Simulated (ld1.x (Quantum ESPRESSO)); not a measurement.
# Logarithmic derivatives: Pm (Z = 61), TM

```
Element                 : Pm (Z = 61)
Generator               : ld1.x (Quantum ESPRESSO) 7.5
Type                    : norm-conserving Troullier–Martins (Kleinman–Bylander form)
Functional              : PBE
Relativity              : scalar-relativistic
Frozen core             : [Kr] 4d10 5s2
Valence charge          : 13
Reference configuration : 4f5 5p6 5d0.5 6s1.5 6p0
Partial waves           : 6s (bound): rc 3.65 bohr; 5p (bound): rc 2.10 bohr; 5d (bound): rc 2.45 bohr; 4f (bound): rc 1.40 bohr
Local potential         : the f channel
Core correction         : a·sin(br)/r model core inside 0.70 bohr
```

The phase is arctan(r·u′/u) with u = r·R(r), unwrapped; energies in Ry, scanned from -4 to 5 Ry. A pole is an energy at which the radial function vanishes at the test radius. The pseudo phase is shifted by a multiple of π to meet the all-electron one at the reference energy, and phase errors are pseudo minus all-electron; the curves can meet again beyond the range given. Levels narrower than the energy grid can be missing from the lists of poles. Where the grid stepped over a known ghost or core level, its pole and its step of π were put in at the level’s energy. n/a: not evaluated, since a narrow level or a reset projector energy made the automatic matching unsafe.

Task: For each channel, where are the poles, and over which energies does the pseudopotential scatter like the atom?

Result:

| channel | radius (bohr) | reference energy (Ry) | poles, all-electron | poles, pseudo | unbroken range about the reference energy with phases within 0.05 rad | phase error 1 Ry above the reference energy (rad) |
| --- | --- | --- | --- | --- | --- | --- |
| s | 3.94 | -0.24 | 0.75, 4.83 | 0.55, 1.66 | n/a | n/a |
| p | 3.94 | -1.62 | -1.60, 1.51 | -1.60, 1.47 | below 2.7 | -0.001 |
| d | 3.94 | -0.11 | 0.19, 2.96 | -3.69, 0.19, 2.96 | above -3.7 | +0.002 |
| f | 3.94 | -0.11 | -0.10, 1.98 | -0.10, 2.01 | below 2.9 | +0.031 |

Note: ghost states, extra bound levels that the all-electron valence spectrum of the same l lacks: s at -658.3 eV, p at -208.4 eV, s at -188.2 eV, d at -50.3 eV. A true bound ghost makes a file unfit for plane-wave use.

Phases in the s channel:

| E (Ry) | all-electron | pseudo |
| --- | --- | --- |
| -4.00 | 1.434 | -1.707 |
| -3.76 | 1.429 | -1.712 |
| -3.52 | 1.423 | -1.718 |
| -3.28 | 1.414 | -1.724 |
| -3.04 | 1.229 | -1.731 |
| -2.80 | -1.733 | -1.739 |
| -2.56 | -1.746 | -1.749 |
| -2.32 | -1.758 | -1.761 |
| -2.08 | -1.772 | -1.775 |
| -1.84 | -1.790 | -1.793 |
| -1.60 | -1.813 | -1.817 |
| -1.36 | -1.845 | -1.849 |
| -1.12 | -1.892 | -1.896 |
| -0.88 | -1.970 | -1.975 |
| -0.64 | -2.127 | -2.133 |
| -0.40 | -2.564 | -2.568 |
| -0.16 | -3.719 | -3.722 |
| 0.08 | -4.352 | -4.367 |
| 0.32 | -4.560 | -4.589 |
| 0.56 | -4.660 | -4.718 |
| 0.80 | -4.723 | -4.879 |
| 1.04 | -4.773 | -6.623 |
| 1.28 | -4.819 | -7.706 |
| 1.52 | -4.870 | -7.818 |
| 1.76 | -4.937 | -7.873 |
| 2.00 | -5.042 | -7.915 |
| 2.24 | -5.261 | -7.954 |
| 2.48 | -5.906 | -7.998 |
| 2.72 | -7.008 | -8.054 |
| 2.96 | -7.442 | -8.141 |
| 3.20 | -7.604 | -8.309 |
| 3.44 | -7.687 | -8.767 |
| 3.68 | -7.737 | -9.892 |
| 3.92 | -7.773 | -10.501 |
| 4.16 | -7.800 | -10.706 |
| 4.40 | -7.822 | -10.802 |
| 4.64 | -7.840 | -10.858 |
| 4.88 | -7.857 | -10.895 |
